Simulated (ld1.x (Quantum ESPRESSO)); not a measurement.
# u(r) = r·R(r): atom against pseudo-atom (Cd (Z = 48))

Columns: radius, all-electron u(r) and pseudo u(r) of the 4s shell (level -114.66 eV) of cadmium in the configuration [Ar] 3d10 4s2 4p6 4d10 5s1 5p0; PBEsol, scalar-relativistic, TM scheme, ld1.x (Quantum ESPRESSO) 7.5.

```csv
r (bohr),all-electron,pseudo
0.068,-0.3844,-0.1160
0.135,-0.1784,-0.2303
0.202,0.4521,-0.3448
0.270,0.6991,-0.4610
0.338,0.5242,-0.5768
0.405,0.1360,-0.6897
0.473,-0.3025,-0.8011
0.540,-0.6791,-0.9043
0.608,-0.9637,-0.9977
0.675,-1.1420,-1.0727
0.742,-1.2308,-1.1244
0.810,-1.2484,-1.1476
0.878,-1.2132,-1.1382
0.945,-1.1444,-1.0982
1.013,-1.0540,-1.0309
1.080,-0.9552,-0.9460
1.148,-0.8525,-0.8500
1.215,-0.7540,-0.7536
1.283,-0.6597,-0.6597
1.350,-0.5742,-0.5742
1.418,-0.4958,-0.4958
1.485,-0.4269,-0.4269
1.553,-0.3651,-0.3651
1.620,-0.3120,-0.3120
1.688,-0.2651,-0.2651
1.755,-0.2252,-0.2252
```

Question: How many radial nodes do the two functions have?

Answer: The all-electron 4s function has n − l − 1 = 3 (the table is too coarse to show those close to the nucleus); the pseudo-wave has 0, since the states of the same l below it are removed with the core.

Question: At about which radius was the pseudo-wave matched?

Answer: 1.35 bohr. The columns agree to 0.0005 from 1.22 bohr on; several derivatives are matched, so the curves merge somewhat inside the radius.

Question: Is the pseudo-wave norm-conserving?

Answer: Yes: the TM scheme keeps the norm inside the radius equal to the all-electron one, which fixes the energy derivative of the logarithmic derivative at the level.
